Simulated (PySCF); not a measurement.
## GaGe⁺ from Hartree–Fock to correlated methods

State: ³Π (triplet), unpaired electrons σ ↑, π ↑. Set-up: PySCF, no relativity, basis sets Ga pcseg-1, Ge pcseg-1. De refers to Ga⁺ + Ge in their high-spin ground configurations, without counterpoise correction. The functionals are run spin-unrestricted. A positive dipole points towards Ge; it is taken about the centre of mass and depends on that origin.

```json
{"Level": "UHF", "Re (Å)": "3.111", "ωe (cm⁻¹)": "91.5", "De (eV)": "0.57", "μ (D)": "-2.73", "CPU s a point (SCF and correlation, without the integrals)": "0.15"}
{"Level": "UHF-MP2", "Re (Å)": "2.994", "ωe (cm⁻¹)": "105", "De (eV)": "0.75", "μ (D)": "n/a", "CPU s a point (SCF and correlation, without the integrals)": "0.21"}
{"Level": "UHF-SCS-MP2", "Re (Å)": "3.033", "ωe (cm⁻¹)": "99.4", "De (eV)": "0.69", "μ (D)": "n/a", "CPU s a point (SCF and correlation, without the integrals)": "n/a"}
{"Level": "PBE", "Re (Å)": "2.909", "ωe (cm⁻¹)": "114", "De (eV)": "1.14", "μ (D)": "-1.28", "CPU s a point (SCF and correlation, without the integrals)": "0.72"}
{"Level": "BP86", "Re (Å)": "2.919", "ωe (cm⁻¹)": "112", "De (eV)": "1.11", "μ (D)": "-1.33", "CPU s a point (SCF and correlation, without the integrals)": "0.42"}
{"Level": "r²SCAN", "Re (Å)": "2.863", "ωe (cm⁻¹)": "119", "De (eV)": "1.10", "μ (D)": "-1.37", "CPU s a point (SCF and correlation, without the integrals)": "0.87"}
{"Level": "PBE0", "Re (Å)": "2.891", "ωe (cm⁻¹)": "116", "De (eV)": "1.03", "μ (D)": "-1.54", "CPU s a point (SCF and correlation, without the integrals)": "1.6"}
{"Level": "B97-3", "Re (Å)": "2.969", "ωe (cm⁻¹)": "105", "De (eV)": "0.92", "μ (D)": "-1.88", "CPU s a point (SCF and correlation, without the integrals)": "0.5"}
{"Level": "BHandHLYP", "Re (Å)": "2.947", "ωe (cm⁻¹)": "109", "De (eV)": "0.88", "μ (D)": "-1.85", "CPU s a point (SCF and correlation, without the integrals)": "0.51"}
```

The bond length runs from 2.863 Å (r²SCAN) to 3.111 Å (UHF). De spans 0.57 eV (UHF, mean field) to 1.14 eV (PBE, GGA).

Correlated steps freeze 18 core orbitals. Correlated levels converge slowly with the basis: in double zeta they bind strong bonds too weakly, by up to about 1 eV, and carry superposition errors of some tenths. Spin–orbit coupling is left out. For an ion De counts to the pair picked by the measured ionisation energies or electron affinities, which need not be the lowest pair at this level. The state was picked by a PBE0 search and need not be the measured ground state.

The whole job (state search and all levels along the bond) took about 2.9 min on 1 thread of Intel Xeon Platinum 8488C (shared host), peak memory 0.56 GiB.
